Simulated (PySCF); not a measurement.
PySCF 2.14 output of an unrestricted LDA calculation on a single atom or ion in aug-cc-pVQZ-DK, with scalar relativity by spin-free X2C-1e:

```
SCF conv_tol = 1e-09
number electrons alpha = 16  beta = 15
    P. A. M. Dirac.,  Math. Proc. Cambridge Philos. Soc. 26, 376 (1930)
    F. Bloch.,  Z. Phys. 57, 545 (1929)
    S. H. Vosko, L. Wilk, and M. Nusair.,  Can. J. Phys. 58, 1200 (1980)
cycle= 1 E= -2255.73861118497  delta_E= -0.0134  |g|= 0.209  |ddm|= 2.78
cycle= 2 E= -2255.73884207597  delta_E= -0.000231  |g|= 0.199  |ddm|= 1.81
cycle= 3 E= -2255.74393107386  delta_E= -0.00509  |g|= 0.00339  |ddm|= 0.813
cycle= 4 E= -2255.7439336077  delta_E= -2.53e-06  |g|= 2.86e-05  |ddm|= 0.00927
cycle= 5 E= -2255.74393360822  delta_E= -5.17e-10  |g|= 2.43e-06  |ddm|= 0.000137
converged SCF energy = -2255.74393360822  <S^2> = 0.75026934  2S+1 = 2.0002693
```

The run itself started from symmetry-adapted Hartree-Fock orbitals and held the occupation by maximum overlap, on a logarithmic radial grid, so the iterations belong to that start.

Q: Which element, charge and spin multiplicity is this?

A: As²⁺ (arsenic, charge +2), multiplicity 2; the state was [Ar] 3d10 4s2 4d1, 2D determinant (an excited configuration).

The outer electron is Rydberg-like, and this basis confines it to a smaller radius and binds it less than a complete one would.
